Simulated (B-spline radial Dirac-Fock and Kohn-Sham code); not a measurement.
**Photoionisation of xenon ions at Cu Kα (8047.8 eV)**

These are calculated numbers from a radial atomic solver; the model is Dirac-Hartree-Slater photoionisation with all multipoles and Dirac-Fock thresholds. Cross sections in kb; a dash marks an empty subshell or a threshold above the photon energy.

```tsv
ion	configuration	total	2s	2p3/2	3s	3p3/2	3d3/2
Xe	[Kr] 4d10 5s2 5p6	64.80	12.0	25.1	2.60	3.86	0.895
Xe⁴⁺	[Kr] 4d10 5s2 5p2	64.77	12.0	25.1	2.60	3.86	0.895
Xe⁵⁺	[Kr] 4d10 5s2 5p1	64.75	12.0	25.1	2.60	3.86	0.895
Xe⁶⁺	[Kr] 4d10 5s2	64.74	12.0	25.1	2.60	3.86	0.895
```
